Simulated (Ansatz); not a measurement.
Relaxation of C2H8OSiTe (13 atoms, charge 0, multiplicity 1), to a largest force component of 0.015 eV/Å in at most 40 steps.

These are results of RKS PBE-D4/def2-SVP (Ansatz 0.2.0), not measurements.

```xyz
13
Properties=species:S:1:pos:R:3:forces:R:3
C -1.771 -0.599 0.998 -2.97 2.65 0.01
O -1.144 0.299 0.093 0.19 -0.67 0.17
C 0.199 -0.033 0.036 0.79 -0.13 -1.23
Si 0.991 0.515 -1.605 -2.20 0.09 -0.01
Te 1.305 1.002 1.577 0.60 0.65 1.13
H -2.870 -0.193 1.074 1.46 -0.80 0.03
H -1.812 -1.593 0.601 0.14 -1.36 -0.29
H -1.330 -0.511 1.996 0.33 -0.30 0.51
H 0.423 -1.113 0.176 -0.26 -0.13 0.12
H 0.737 1.956 -1.736 0.06 0.59 -0.15
H 0.194 -0.199 -2.657 0.12 -0.11 -0.32
H 2.368 0.186 -1.652 1.67 -0.43 -0.04
H 2.729 0.247 1.114 0.08 -0.07 0.07
```

Problem. Where does it end, and by what steps?

Solution. The run converged. The force dipped under the threshold on the way, but the program's further checks kept it going. After 15 steps the energy has fallen by 0.516 eV; H13 moved furthest, 1.53 Å.

```
step  energy less start (eV)  largest force component (eV/Å)  accepted
   0                  0.0000                           2.973       yes
   1                 -0.3817                           0.887       yes
   2                 -0.4152                           0.269       yes
   3                 -0.4348                           0.309       yes
   4                 -0.4561                           0.148       yes
   5                 -0.4679                           0.184       yes
   6                 -0.4756                           0.312       yes
   7                 -0.4914                           0.252       yes
   8                 -0.4994                           0.263       yes
   9                 -0.5055                           0.139       yes
  10                 -0.5127                           0.124       yes
  11                 -0.5109                           0.163        no
  12                 -0.5152                           0.060       yes
  13                 -0.5156                           0.026       yes
  14                 -0.5159                           0.013       yes
  15                 -0.5160                           0.006       yes
```

```xyz
13
Properties=species:S:1:pos:R:3
C -1.658 -0.568 1.086
O -1.085 0.074 -0.039
C 0.288 -0.058 -0.161
Si 0.866 0.620 -1.849
Te 1.482 1.095 1.404
H -2.749 -0.393 1.046
H -1.458 -1.665 1.075
H -1.246 -0.139 2.030
H 0.646 -1.101 0.012
H 0.758 2.119 -1.846
H -0.002 0.066 -2.949
H 2.292 0.204 -2.069
H 1.888 -0.288 2.275
```

Time of the run: 54 s on 2 threads of Arm Neoverse V1, on a shared host, peak memory 0.18 GiB.
